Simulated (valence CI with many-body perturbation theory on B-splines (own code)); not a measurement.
Dy33+: electric-dipole lines

Level of theory: relativistic CI+MBPT: five valence electrons over a frozen Dirac-Fock core [Ar] 3d10, radial functions for each j: 11 s, 11 p, 10 d, 8 f, 5 g, 2 h, with the one-electron correlation potential Σ1 (screened to all orders), the two-electron term Σ2, the three-electron term Σ3, Breit, model QED; selected single and double excitations, second order for the rest, scaled by the run's own slope (own B-spline code, finite nucleus).

No measured spectrum was set against this ion. As an estimate, large intervals hold to a few tenths of a per cent, small ones and those within an open d or f shell to about a per cent. Among the levels kept, up to 2100 cm⁻¹ of a level comes from second order outside the variational space, and about a tenth of that is noise between levels of different J, which matters for small intervals.

Lines 101 to 150 of 559 in falling wavelength, among levels below 387.40 eV, chosen from the strongest by gf and those to the six lowest levels. Wavelengths and rates use the calculated energies. Electric multipoles are in the length gauge, E1 and E2 with the static RPA response of the core. Weak lines are less certain than strong ones. Lines between different terms over intervals too small for the method are left out, as are lines whose strength nearly cancels. Where a level lies close to another of its J and parity, the split of strength between their lines is uncertain. The highest levels of a list are the least certain.

Levels are named by their leading jj configuration (3d3/2^4 stands for four electrons in 3d with j = 3/2), which in mixed levels can hold well under half, so a name can repeat and another be missing. Letters in brackets count levels of one name in rising energy.

| λ vac (nm) | Upper | Lower | A (s⁻¹) | S (a.u.) |
| --- | --- | --- | --- | --- |
| 9.003 | (4s 4p1/2 4p3/2^2 4d5/2) J=7/2 [b] | (4s^2 4p1/2 4p3/2 4d5/2) J=7/2 [a] | 3.93e+10 | 1.13e-01 |
| 8.983 | (4s^2 4p1/2 4d3/2 4d5/2) J=9/2 | (4s^2 4p1/2 4p3/2 4d3/2) J=7/2 | 4.97e+10 | 1.78e-01 |
| 8.972 | (4s^2 4p3/2 4d3/2^2) J=7/2 | (4s^2 4p3/2^2 4d5/2) J=9/2 | 1.66e+10 | 4.72e-02 |
| 8.961 | (4s 4p1/2^2 4d3/2 4d5/2) J=5/2 | (4s 4p1/2^2 4p3/2 4d3/2) J=3/2 [a] | 3.83e+10 | 8.16e-02 |
| 8.955 | (4s 4p1/2 4p3/2^2 4d5/2) J=5/2 [c] | (4s^2 4p1/2 4p3/2 4d5/2) J=7/2 [a] | 4.32e+10 | 9.18e-02 |
| 8.943 | (4s^2 4p3/2 4d3/2^2) J=3/2 [c] | (4s^2 4p3/2^2 4d3/2) J=1/2 | 4.29e+10 | 6.06e-02 |
| 8.939 | (4s 4p1/2 4p3/2^2 4d3/2) J=5/2 [c] | (4s^2 4p1/2 4p3/2 4d3/2) J=3/2 [a] | 4.44e+10 | 9.39e-02 |
| 8.938 | (4s 4p1/2^2 4p3/2 4d5/2) J=3/2 [a] | (4s 4p1/2^2 4p3/2^2) J=5/2 | 6.44e+10 | 9.08e-02 |
| 8.925 | (4s^2 4p1/2 4p3/2 4d5/2) J=3/2 [a] | (4s^2 4p1/2 4p3/2^2) J=5/2 | 3.05e+10 | 4.29e-02 |
| 8.925 | (4s^2 4p3/2^2 4f5/2) J=9/2 | (4s^2 4p3/2^2 4d3/2) J=7/2 | 4.90e+10 | 1.72e-01 |
| 8.923 | (4s 4p1/2 4p3/2^2 4d3/2) J=3/2 [d] | (4s^2 4p1/2 4p3/2 4d3/2) J=1/2 [a] | 4.27e+10 | 5.99e-02 |
| 8.922 | (4s^2 4p3/2 4d3/2 4d5/2) J=5/2 [b] | (4s^2 4p3/2^2 4d3/2) J=5/2 | 3.61e+10 | 7.58e-02 |
| 8.913 | (4s 4p1/2 4p3/2^3) J=1/2 | (4s^2 4p1/2 4p3/2^2) J=3/2 | 7.74e+10 | 5.41e-02 |
| 8.911 | (4s 4p1/2 4p3/2^2 4d5/2) J=7/2 [d] | (4s^2 4p1/2 4p3/2 4d5/2) J=9/2 | 4.99e+10 | 1.39e-01 |
| 8.911 | (4s 4p1/2 4p3/2^2 4d3/2) J=3/2 [d] | (4s^2 4p1/2 4p3/2 4d3/2) J=5/2 [a] | 6.03e+10 | 8.42e-02 |
| 8.902 | (4s 4p1/2^2 4p3/2 4d3/2) J=5/2 [b] | (4s 4p1/2^2 4p3/2^2) J=5/2 | 1.18e+10 | 2.46e-02 |
| 8.899 | (4s 4p1/2 4p3/2^2 4d3/2) J=3/2 [f] | (4s^2 4p1/2 4p3/2 4d3/2) J=5/2 [b] | 3.84e+10 | 5.34e-02 |
| 8.882 | (4s 4p1/2 4p3/2^2 4d3/2) J=5/2 [c] | (4s^2 4p1/2 4p3/2 4d3/2) J=5/2 [a] | 2.79e+10 | 5.78e-02 |
| 8.881 | (4s 4p1/2^2 4p3/2^2) J=3/2 | (4s^2 4p1/2^2 4p3/2) J=3/2 | 2.04e+11 | 2.81e-01 |
| 8.868 | (4s 4p1/2^2 4p3/2 4d5/2) J=5/2 [b] | (4s 4p1/2^2 4p3/2^2) J=3/2 | 7.45e+10 | 1.54e-01 |
| 8.866 | (4s^2 4p3/2 4d3/2^2) J=7/2 | (4s^2 4p3/2^2 4d5/2) J=7/2 | 2.80e+10 | 7.71e-02 |
| 8.864 | (4s^2 4p3/2 4d3/2 4d5/2) J=5/2 [c] | (4s^2 4p3/2^2 4d3/2) J=7/2 | 1.21e+11 | 2.49e-01 |
| 8.860 | (4s^2 4p1/2 4p3/2 4f7/2) J=9/2 [a] | (4s^2 4p1/2 4p3/2 4d5/2) J=7/2 [b] | 2.04e+10 | 6.98e-02 |
| 8.858 | (4s 4p1/2^2 4d3/2 4d5/2) J=7/2 | (4s 4p1/2^2 4p3/2 4d3/2) J=5/2 [a] | 5.99e+10 | 1.65e-01 |
| 8.851 | (4s 4p1/2 4p3/2^2 4d5/2) J=5/2 [a] | (4s^2 4p1/2 4p3/2 4d3/2) J=7/2 | 2.29e+10 | 4.69e-02 |
| 8.841 | (4s 4p1/2 4p3/2^2 4d5/2) J=7/2 [e] | (4s^2 4p1/2 4p3/2 4d5/2) J=9/2 | 1.01e+11 | 2.75e-01 |
| 8.834 | (4s^2 4p3/2^2 4d3/2) J=3/2 [b] | (4s^2 4p3/2^3) J=3/2 | 1.32e+10 | 1.79e-02 |
| 8.828 | (4s 4p1/2 4p3/2^2 4d5/2) J=7/2 [c] | (4s^2 4p1/2 4p3/2 4d5/2) J=7/2 [a] | 3.71e+10 | 1.01e-01 |
| 8.815 | (4s^2 4p1/2 4p3/2 4f7/2) J=7/2 [b] | (4s^2 4p1/2 4p3/2 4d5/2) J=5/2 [b] | 1.80e+10 | 4.88e-02 |
| 8.810 | (4s 4p3/2^3 4d5/2) J=3/2 [b] | (4s^2 4p3/2^2 4d3/2) J=3/2 [b] | 4.52e+10 | 6.10e-02 |
| 8.800 | (4s^2 4p1/2 4d5/2^2) J=3/2 | (4s^2 4p1/2 4p3/2 4d5/2) J=5/2 [b] | 3.81e+10 | 5.13e-02 |
| 8.786 | (4s 4p1/2 4p3/2^2 4d3/2) J=5/2 [d] | (4s^2 4p1/2 4p3/2 4d3/2) J=5/2 [a] | 2.64e+10 | 5.29e-02 |
| 8.779 | (4s 4p1/2^2 4p3/2 4d3/2) J=1/2 [b] | (4s^2 4p1/2^2 4d3/2) J=3/2 | 1.89e+11 | 1.26e-01 |
| 8.774 | (4s^2 4p3/2^2 4f5/2) J=9/2 | (4s^2 4p3/2^2 4d5/2) J=9/2 | 2.59e+10 | 8.64e-02 |
| 8.771 | (4s^2 4p1/2 4p3/2 4d3/2) J=5/2 [b] | (4s^2 4p1/2 4p3/2^2) J=3/2 | 4.02e+10 | 8.04e-02 |
| 8.768 | (4s^2 4p1/2 4d5/2^2) J=5/2 | (4s^2 4p1/2 4p3/2 4d5/2) J=5/2 [b] | 3.26e+10 | 6.51e-02 |
| 8.757 | (4s 4p1/2 4p3/2^2 4d3/2) J=3/2 [f] | (4s 4p1/2 4p3/2^3) J=1/2 | 3.79e+10 | 5.02e-02 |
| 8.754 | (4s^2 4p1/2 4p3/2 4d3/2) J=3/2 [b] | (4s^2 4p1/2 4p3/2^2) J=3/2 | 6.89e+09 | 9.12e-03 |
| 8.737 | (4s 4p1/2 4p3/2^2 4d5/2) J=9/2 [c] | (4s^2 4p1/2 4p3/2 4d5/2) J=9/2 | 1.41e+11 | 4.64e-01 |
| 8.731 | (4s 4p1/2^2 4p3/2 4d5/2) J=1/2 | (4s 4p1/2^2 4p3/2^2) J=1/2 | 1.39e+11 | 9.12e-02 |
| 8.730 | (4s 4p1/2^2 4p3/2 4d5/2) J=5/2 [a] | (4s 4p1/2^2 4p3/2^2) J=5/2 | 9.69e+10 | 1.91e-01 |
| 8.729 | (4s^2 4p3/2 4d3/2 4d5/2) J=5/2 [d] | (4s^2 4p3/2^2 4d3/2) J=7/2 | 2.33e+10 | 4.59e-02 |
| 8.712 | (4s^2 4p1/2 4p3/2 4f5/2) J=5/2 [a] | (4s^2 4p1/2 4p3/2 4d5/2) J=7/2 [b] | 5.84e+10 | 1.14e-01 |
| 8.712 | (4s^2 4p1/2 4d3/2 4d5/2) J=7/2 | (4s^2 4p1/2 4p3/2 4d3/2) J=5/2 [a] | 5.74e+10 | 1.50e-01 |
| 8.711 | (4s^2 4p1/2 4p3/2 4f5/2) J=5/2 [b] | (4s^2 4p1/2 4p3/2 4d5/2) J=5/2 [b] | 2.46e+10 | 4.82e-02 |
| 8.702 | (4s^2 4p1/2 4d3/2 4d5/2) J=3/2 [a] | (4s 4p1/2 4p3/2^3) J=5/2 | 3.37e+10 | 4.38e-02 |
| 8.699 | (4s 4p1/2 4p3/2^2 4d5/2) J=5/2 [e] | (4s^2 4p1/2 4p3/2 4d5/2) J=7/2 [a] | 4.75e+10 | 9.27e-02 |
| 8.693 | (4s^2 4p1/2 4p3/2 4f7/2) J=9/2 [b] | (4s^2 4p1/2 4p3/2 4d5/2) J=7/2 [b] | 2.85e+10 | 9.24e-02 |
| 8.687 | (4s 4p1/2 4p3/2^2 4d5/2) J=1/2 [c] | (4s^2 4p1/2 4p3/2 4d3/2) J=1/2 [b] | 1.03e+11 | 6.68e-02 |
| 8.686 | (4s 4p1/2 4p3/2^2 4d3/2) J=5/2 [d] | (4s 4p1/2 4p3/2^3) J=3/2 | 2.83e+10 | 5.50e-02 |
